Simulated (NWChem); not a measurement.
**Spin states of HClSi**

```xyz
3

Si    -0.7507    -0.8137     0.0000
H      0.3276    -1.9106     0.0000
Cl     0.5989     0.7825     0.0000
```
Charge 0, spin multiplicity 1.

Program: NWChem. All single points use one geometry, from PBE0/def2-SVP, a minimum by its harmonic frequencies.

Basis set: def2-TZVP. The gap is E(triplet) − E(singlet) at the geometry of the singlet, so a negative value puts the higher spin lower. Open shells are unrestricted, coupled cluster uses restricted open-shell references, and the singlet is the closed-shell solution. The triplet is the single determinant that the SCF runs reached, with unpaired electrons in orbitals of symmetry a" and a' (Cs labels); it need not be the lowest triplet, which in molecules with degenerate π orbitals can need several determinants.

The correlated methods keep 10 core orbitals frozen. The structure started from a generated list of species. The stability of the SCF solutions was not checked. Open-shell Hartree-Fock references start from PBE0 orbitals. No row is a measurement; the coupled-cluster row has its own basis-set and correlation limits.

Question: One of these methods gave a vertical singlet-triplet gap of 36.4 kcal/mol. Which?
A) MP2
B) HF
C) PBE
D) CR-CCSD(T)

Answer: A, MP2. The others give 34.3 (PBE), 38.3 (CR-CCSD(T)), 23.5 (HF).
